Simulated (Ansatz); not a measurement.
The same hydrolysis along the group Al, Ga, In.

Gas-phase electronic energies from Ansatz, PBE0-D4/def2-TZVP geometries. CCSD(T)/CBS is the MP2 limit (def2-TZVPP, def2-QZVPP) plus CCSD(T) − MP2 in def2-TZVPP, frozen cores. This one scheme is used for every species. Functionals use def2-TZVPP. Elements past krypton have def2 core potentials. For Br, Ga, In outer-core shells are correlated without core-valence functions, which leaves a few kJ/mol of doubt a bond. Scalar relativity is left out up to krypton. Each species was taken in one conformer, which may not be the lowest.

```csv
reaction,r2SCAN-D4 (kcal/mol),ωB97M-V (kcal/mol)
`[OH][Al]([Cl])[Br]` + H₂O → `[OH][Al]([OH])[Cl]` + HBr,5.3,5.3
`[OH][Ga]([Cl])[Br]` + H₂O → `[OH][Ga]([OH])[Cl]` + HBr,16.2,16.3
`[OH][In]([Cl])[Br]` + H₂O → `[OH][In]([OH])[Cl]` + HBr,25.2,25.5
```

(1) Give the CCSD(T)/CBS values in the same order. (Best estimate.)

Largest T1 diagnostic: 0.016, for `[OH][In]([OH])[Cl]`.

## Answers

(1) The calculation gave: 6.5, 16.6, 25.7 kcal/mol.
